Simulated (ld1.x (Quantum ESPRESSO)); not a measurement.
## Tl: one change to a TM semilocal potential, before and after

```json
{"Element": "thallium", "Generator": "ld1.x (Quantum ESPRESSO) 7.5", "Type": "norm-conserving Troullier–Martins (semilocal form)", "Functional": "PBE", "Relativity": "scalar-relativistic", "Frozen core": "[Xe] 4f14 5d10", "Valence charge": "3", "Reference configuration": "6s2 6p1", "Partial waves": "6s (bound): rc 2.20 bohr; 6d channel at -0.15 Ry: rc 2.35 bohr; 6p (bound): rc 3.05 bohr", "Local potential": "the p channel", "Core correction": "none"}
```

All-electron outer shells of the reference configuration (PBE, scalar-relativistic, ld1.x):

```csv
shell,level (eV),outermost node (bohr),outermost maximum (bohr)
5p,-76.10,0.50,0.91
5d,-15.49,0.53,1.11
6s,-9.55,1.04,2.08
6p,-2.37,1.23,2.91
```

Change: core correction a·sin(br)/r model core inside 2.40 bohr.

Cutoffs: the cutoffs (Ry, on a coarse ladder) from which the occupation-weighted sum of valence levels, in a spherical-Bessel basis at the reference potential, stays within 10 and 1 mRy of its value at 400 Ry; they do not see the model core or the augmentation charge, which bear on the density cutoff. Errors are all-electron minus pseudo energies relative to the spin-unpolarised reference configuration.

Task: Predict the effect on cutoff, ghosts and configuration errors.

Result: The potential gets neither clearly harder nor softer (18 Ry and 30 Ry → 18 Ry and 30 Ry); both files keep a bound ghost (d); of the 7 tests that both files solve, the error grows in 2 and shrinks in 4 by more than 15 % and 0.3 meV (median size 36.5 → 38.4 meV). A semilocal file is local in each channel, so a ghost entry of none says nothing of the separable form that plane-wave codes build from it. A model core, the more so a compact one, raises the density cutoff, which this test does not measure.

```tsv
quantity	base	changed
cutoff, loose	18 Ry	18 Ry
cutoff, tight	30 Ry	30 Ry
bound ghosts	d	d
error for 6s2 6p0, meV [ΔE 5.17 eV]	+47	-31
error for 6s1 6p0, meV [ΔE 25.95 eV]	+103	-382
error for 6s2 6p0.5, meV [ΔE 1.85 eV]	+8.7	-5.4
error for 6s1 6p1, meV [ΔE 13.44 eV]	-5.9	-120
error for 6s1 6p2, meV [ΔE 7.40 eV]	+36	-38
error for 6s2 6p1.3, meV [ΔE -0.49 eV]	+2.2	-0.4
error for 6s0 6p3, meV [ΔE 15.21 eV]	+191	-137
s: phases at 3.32 bohr within 0.05 rad from the reference energy up to (Ry; the scan ends near 5)	1.3	1.3
p: phases at 3.32 bohr within 0.05 rad from the reference energy up to (Ry; the scan ends near 5)	1.9	1.9
d: phases at 3.32 bohr within 0.05 rad from the reference energy up to (Ry; the scan ends near 5)	0.2	0.2
```

 A true bound ghost makes a file unfit for plane-wave use even where its test errors are small: the radial tests pick states by their node count and pass the ghost by.
